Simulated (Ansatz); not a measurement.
Relaxation of ClF4H4OSiTa (12 atoms, charge 0, multiplicity 1), to a largest force component of 0.03 eV/Å in at most 50 steps.

Theory: RHF/def2-SVP (Ansatz 0.2.0).

```xyz
12
Properties=species:S:1:pos:R:3:forces:R:3
Ta -0.103 0.536 -0.045 1.37 -0.68 0.29
Cl 2.296 0.318 0.267 -1.17 0.35 -0.21
F -0.276 0.832 1.794 -0.01 0.00 0.02
F 0.131 0.080 -1.845 0.01 -0.01 0.02
F -0.605 2.251 -0.454 0.01 -0.01 0.00
F -1.566 -0.591 0.019 0.03 0.05 0.01
O 0.874 -2.383 0.818 1.02 0.89 -0.08
Si 0.308 -3.926 1.104 -0.04 0.01 0.01
H 1.175 -4.917 0.432 0.01 0.00 0.00
H 0.280 -4.215 2.554 0.02 0.01 -0.01
H -1.056 -3.964 0.551 0.01 -0.02 0.01
H 1.807 -2.131 0.909 -1.28 -0.56 -0.05
```

Problem. Where does it end, and by what steps?

Solution. The run converged. After 18 steps the energy has fallen by 0.939 eV; H10 moved furthest, 1.30 Å. Joined: Ta1–O7 (3.20 → 2.23 Å).

```csv
step,energy less start (eV),largest force component (eV/Å),accepted
0,0.0000,1.366,yes
1,-0.2547,1.239,yes
2,-0.5422,1.538,yes
3,-0.7202,1.548,yes
4,-0.8486,0.521,yes
5,-0.8698,0.194,yes
6,-0.8737,0.149,yes
7,-0.8747,0.123,yes
8,-0.8783,0.071,yes
9,-0.8834,0.069,yes
10,-0.8928,0.226,yes
11,-0.8989,0.261,yes
12,-0.9096,0.379,yes
13,-0.9202,0.282,yes
14,-0.9349,0.049,yes
15,-0.9377,0.082,yes
16,-0.9386,0.039,yes
17,-0.9389,0.033,yes
18,-0.9390,0.006,yes
```

```xyz
12
Properties=species:S:1:pos:R:3
Ta 0.071 0.030 0.208
Cl 2.360 0.589 -0.035
F 0.205 0.271 2.069
F 0.001 -0.492 -1.598
F -0.738 1.663 -0.086
F -1.445 -1.049 0.517
O 0.927 -1.995 0.581
Si 0.121 -3.495 0.916
H 1.234 -4.453 1.044
H -0.611 -3.344 2.176
H -0.738 -3.812 -0.227
H 1.877 -2.022 0.540
```

Run time: 89 s on 4 threads of Intel(R) Xeon(R) Platinum 8259CL CPU @ 2.50GHz (Skylake/Cascade Lake), with other jobs on the host, peak memory 0.51 GiB.
